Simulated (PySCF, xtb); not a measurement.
Ru(O)3(OH)2 (H₂O₅Ru), SMILES [O]=[Ru](=[O])(=[O])([OH])[OH], multiplicity 1. One conformer was computed; it need not be the lowest.

Harmonic wavenumbers (cm⁻¹) from GFN2-xTB (xtb 6.7.1) at its own minimum, in rising order: 60, 264, 268, 272, 307, 327, 363, 407, 449, 458, 501, 746, 782, 801, 805, 903, 3462, 3470.

What does B3LYP-D3(BJ)/def2-SVP (PySCF 2.14.0) give at its own minimum? (Estimate from the structure and the level; the computed values follow.)

119, 245, 289, 302, 338, 353, 403, 546, 564, 599, 647, 892, 934, 987, 1017, 1047, 3739, 3744. Paired by order, the mean absolute difference is 120 cm⁻¹ and the zero-point energies are 20.9 and 24.0 kcal/mol.
